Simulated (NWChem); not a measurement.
System: C₄H₃Br; SMILES C#C/C=C\Br

Here is an NWChem input.

```
start job
memory heap 200 mb stack 900 mb global 1100 mb
geometry units angstroms noautosym nocenter noautoz
  C      1.152336    -2.670386     0.000000
  C      0.124417    -2.024649     0.000000
  C     -1.097881    -1.306737     0.000000
  C     -1.237948     0.028565     0.000000
  Br     0.181717     1.238405     0.000000
  H      2.068661    -3.231811     0.000000
  H     -2.022298    -1.896463     0.000000
  H     -2.220805     0.502768     0.000000
end
basis spherical
  C library def2-svp
  Br library def2-svp
  H library def2-svp
end
dft
  xc pbe0
  iterations 150
end
cosmo
  do_cosmo_smd true
  solvent dmf
end
task dft energy
```

NWChem printed, in part:

```
             Northwest Computational Chemistry Package (NWChem) 7.3.0
             --------------------------------------------------------

                             Geometry "geometry" -> ""
                             -------------------------

 Output coordinates in angstroms (scale by  1.889725989 to convert to a.u.)

  No.       Tag          Charge          X              Y              Z
 ---- ---------------- ---------- -------------- -------------- --------------
    1 C                    6.0000     1.15233600    -2.67038600     0.00000000
    2 C                    6.0000     0.12441700    -2.02464900     0.00000000
    3 C                    6.0000    -1.09788100    -1.30673700     0.00000000
    4 C                    6.0000    -1.23794800     0.02856500     0.00000000
    5 Br                  35.0000     0.18171700     1.23840500     0.00000000
    6 H                    1.0000     2.06866100    -3.23181100     0.00000000
    7 H                    1.0000    -2.02229800    -1.89646300     0.00000000
    8 H                    1.0000    -2.22080500     0.50276800     0.00000000

 Effective nuclear repulsion energy (a.u.)     259.0250972356

                                 NWChem DFT Module
                                 -----------------

 Summary of "ao basis" -> "ao basis" (spherical)
 ------------------------------------------------------------------------------
       Tag                 Description            Shells   Functions and Types
 ---------------- ------------------------------  ------  ---------------------
 C                          def2-svp                 6       14   3s2p1d
 Br                         def2-svp                12       32   5s4p3d
 H                          def2-svp                 3        5   2s1p

 in cosmo_initialize ...
 calling solv_data for solv:dmf

 solvent parameters
 solvname_short: dmf
 solvname_long:  N,N-dimethylformamide
 dielec:       37.2190
 dielecinf:     2.0463
 nonaqueous SMD model solvent descriptors
 dielec:       37.2190
 sola:          0.0000
 solb:          0.7400
 solc:          0.0000
 solg:         49.5600
 solh:          0.0000
 soln:          1.4305

          ---------------
          -cosmo- solvent
          ---------------
 Cosmo: York-Karplus, doi: 10.1021/jp992097l
 dielectric constant -eps-     =  37.22
 screen = (eps-1)/(eps    )    =   0.97313
 surface charge correction     = lagrangian

   van der Waals surface
 --------------------------

 ---------- ATOMIC COORDINATES (A.U.) ------------ VDWR(ANG.) --
     1    2.17759929   -5.04629782    0.00000000     1.850
     2    0.23511404   -3.82603183    0.00000000     1.850
     3   -2.07469426   -2.46937487    0.00000000     1.850
     4   -2.33938251    0.05398002    0.00000000     1.850
     5    0.34339534    2.34024611    0.00000000     3.060
     6    3.90920245   -6.10723724    0.00000000     1.200
     7   -3.82158909   -3.58379542    0.00000000     1.200
     8   -4.19671292    0.95009376    0.00000000     1.200
 number of segments per atom =        128
 number of   points per atom =        128
 atom (   nspa,  nppa )
 ----------------------
    1 (     76,     0 )       0
    2 (     40,     0 )       0
    3 (     44,     0 )       0
    4 (     18,     0 )       0
    5 (    108,     0 )       0
    6 (     54,     0 )       0
    7 (     56,     0 )       0
    8 (     36,     0 )       0
 number of -cosmo- surface points =      432
 molecular surface =    159.710 angstrom**2
 molecular volume  =    162.234 angstrom**3
 -lineq- algorithm             =   0
 -bem- low  level              =   3
 -bem- from -octahedral-
 gaussian surface charge width =   4.50000
 degree of switching           =   1.00000
 switching function tolerance  =   0.00010
 atomic radii =
 --------------
    1  6.000  1.850
    2  6.000  1.850
    3  6.000  1.850
    4  6.000  1.850
    5 35.000  3.060
    6  1.000  1.200
    7  1.000  1.200
    8  1.000  1.200
 ...... end of -cosmo- initialization ......

 nat:                     8
 ixmem:                  3618
 calling mnsol_interface()
 G(SMD-CDS) energy (kcal/mol)  =     0.192
 SMD-CDS SASA (angstrom**2)    =   145.410

[...]

                                COSMO-SMD solvation results
                                ---------------------------

             internal energy in gas <Psi(g)|H|Psi(g)> =     -2727.375869089874
         internal energy in solvent <Psi(s)|H|Psi(s)> =     -2727.374653684475
                               delta internal energy  =         0.001215405398 (    0.76 kcal/mol)
   total free energy in solvent <Psi(s)|H+V/2|Psi(s)> =     -2727.383430735296
 polarization energy contribution <Psi(s)|V/2|Psi(s)> =        -0.008777050821 (   -5.51 kcal/mol)
    total free energy in solvent including G(SMD-CDS) =     -2727.383124102679
                       G(SMD-CDS) energy contribution =         0.000306632618 (    0.19 kcal/mol)
     1 M fixed-concentration free energy of solvation =        -0.007255012805 (   -4.55 kcal/mol)

                       DFT Final Molecular Orbital Analysis
                       ------------------------------------

 Vector   29  Occ=2.000000D+00  E=-3.106855D-01
              MO Center=  1.6D-01,  4.9D-02,  1.3D-09, r^2= 4.3D+00
   Bfn.  Coefficient  Atom+Function         Bfn.  Coefficient  Atom+Function
  ----- ------------  ---------------      ----- ------------  ---------------
    72      0.386313  5 Br py                69      0.334253  5 Br py
    71     -0.299536  5 Br px                68     -0.270874  5 Br px
    66     -0.220965  5 Br py                 5     -0.186516  1 C  py
    19     -0.185105  2 C  py                65      0.178610  5 Br px
    22     -0.146721  2 C  py                 8     -0.131635  1 C  py

 Vector   30  Occ=2.000000D+00  E=-3.006797D-01
              MO Center=  4.1D-01, -1.2D+00,  4.7D-10, r^2= 4.5D+00
   Bfn.  Coefficient  Atom+Function         Bfn.  Coefficient  Atom+Function
  ----- ------------  ---------------      ----- ------------  ---------------
     5      0.308688  1 C  py                19      0.282923  2 C  py
    71     -0.268828  5 Br px                68     -0.240496  5 Br px
    72      0.225665  5 Br py                69      0.212580  5 Br py
    18      0.196634  2 C  px                 4      0.180672  1 C  px
     8      0.179090  1 C  py                22      0.157796  2 C  py

 Vector   31  Occ=2.000000D+00  E=-2.579407D-01
              MO Center= -1.5D-01, -7.3D-01, -6.0D-09, r^2= 4.3D+00
   Bfn.  Coefficient  Atom+Function         Bfn.  Coefficient  Atom+Function
  ----- ------------  ---------------      ----- ------------  ---------------
    73      0.362453  5 Br pz                 6      0.293660  1 C  pz
    48     -0.294667  4 C  pz                70      0.289564  5 Br pz
    34     -0.283975  3 C  pz                37     -0.214215  3 C  pz
    51     -0.206413  4 C  pz                 9      0.200852  1 C  pz
    67     -0.190782  5 Br pz                20      0.183336  2 C  pz

 Vector   32  Occ=0.000000D+00  E=-4.485118D-02
              MO Center= -4.5D-01, -1.0D+00,  4.4D-10, r^2= 4.0D+00
   Bfn.  Coefficient  Atom+Function         Bfn.  Coefficient  Atom+Function
  ----- ------------  ---------------      ----- ------------  ---------------
    51      0.519984  4 C  pz                48      0.409393  4 C  pz
    37     -0.400089  3 C  pz                 9      0.368335  1 C  pz
    34     -0.313409  3 C  pz                 6      0.298164  1 C  pz
    73     -0.217717  5 Br pz                23     -0.204407  2 C  pz
    20     -0.162116  2 C  pz                70     -0.117394  5 Br pz

 Vector   33  Occ=0.000000D+00  E= 2.138659D-02
              MO Center= -1.3D-01,  4.9D-04, -1.1D-09, r^2= 4.7D+00
   Bfn.  Coefficient  Atom+Function         Bfn.  Coefficient  Atom+Function
  ----- ------------  ---------------      ----- ------------  ---------------
    45      1.111946  4 C  s                 71      0.657324  5 Br px
    61     -0.550245  5 Br s                 72      0.524952  5 Br py
   100     -0.419930  8 H  s                 22     -0.356342  2 C  py
    44      0.345212  4 C  s                 49      0.346072  4 C  px
    50      0.344830  4 C  py                 8      0.291850  1 C  py

 Vector   34  Occ=0.000000D+00  E= 3.836731D-02
              MO Center= -9.9D-02, -1.4D+00, -8.9D-10, r^2= 5.2D+00
   Bfn.  Coefficient  Atom+Function         Bfn.  Coefficient  Atom+Function
  ----- ------------  ---------------      ----- ------------  ---------------
    95      0.623576  7 H  s                  8     -0.451248  1 C  py
    22      0.415856  2 C  py                49      0.380790  4 C  px
    72      0.379698  5 Br py                71      0.370113  5 Br px
    61     -0.282584  5 Br s                 19      0.278547  2 C  py
     7     -0.274772  1 C  px                 5     -0.261782  1 C  py

     Multipole analysis of the density
     ---------------------------------

     L   x y z        total         alpha         beta         nuclear
     -   - - -        -----         -----         ----         -------
     0   0 0 0     -0.000000    -31.000000    -31.000000     62.000000

     1   1 0 0     -0.476038      1.811203      1.811203     -4.098443
     1   0 1 0     -0.292008     -2.866668     -2.866668      5.441328
     1   0 0 1      0.000000      0.000000      0.000000      0.000000

     2   2 0 0    -24.225528    -81.648626    -81.648626    139.071723
     2   1 1 0     -1.581129     12.903221     12.903221    -27.387570
     2   1 0 1      0.000000      0.000000      0.000000      0.000000
     2   0 2 0    -28.605602   -274.281368   -274.281368    519.957134
     2   0 1 1      0.000000      0.000000      0.000000      0.000000
     2   0 0 2    -32.608313    -16.304156    -16.304156      0.000000
```

Level: PBE0/def2-SVP, SMD on the gas-phase geometry. Coordinates come from a PBE0/def2-SVP optimisation. Solvent: N,N-dimethylformamide.
